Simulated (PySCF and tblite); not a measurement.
Values are calculated unless marked as measured or tabulated.
C5H5NO2, numbered as in [CH3:1][O:2][C:3](=[O:4])/[CH:5]=[CH:6]/[C:7]#[N:8].

Search: ETKDG and KDG, MMFF94s, GFN2-xTB, 90 starts; geometries at GFN2-xTB. Energies: OPBE-D3(BJ)/6-31+G* (IEF-PCM, acetonitrile), with GFN2-xTB thermal terms (modes under about 100 cm⁻¹ blended into free rotors). Symmetry numbers and mirror images are counted. Conformers within 2.5 kcal/mol (GFN2-xTB free energy) were kept, 5 at most. GIAO shieldings: KT2/pcSseg-1 (IEF-PCM, acetonitrile), SCF tolerance 1e-06. Shifts are against TMS (¹H), TMS (¹³C) at the same level. Run with PySCF (density fitting) and tblite.

**Question.** Predict the averaged NMR shifts at 298.15 K.

**Answer.** ¹H: 6.79 (H5, 1H), 6.56 (H6, 1H), 4.19 (H1, 3H) ppm. ¹³C: 164.3 (C3), 142.0 (C5), 116.9 (C7), 110.2 (C6), 55.8 (C1) ppm.

**Question.** How do the conformers differ?

**Answer.** Torsions listed: C1–O2–C3–O4, O2–C3–C5–C6.
```csv
conformer,shape,weight %
1,"0°, 180°",73.5
2,"0°, 0°",26.5
```

```csv
signal,1,2,average
H1,4.20,4.14,4.19
H5,6.81,6.72,6.79
H6,6.58,6.52,6.56
C1,56.0,55.4,55.8
C3,164.8,162.8,164.3
C5,141.9,142.1,142.0
C6,109.9,110.8,110.2
C7,117.0,116.8,116.9
```

The minima are those of GFN2-xTB; planar forms about aryl–S or allylic bonds may be saddles in DFT. Shifts are unscaled: against experiment ¹³C can be off by 15 ppm or more and ¹H by 0.8 ppm.
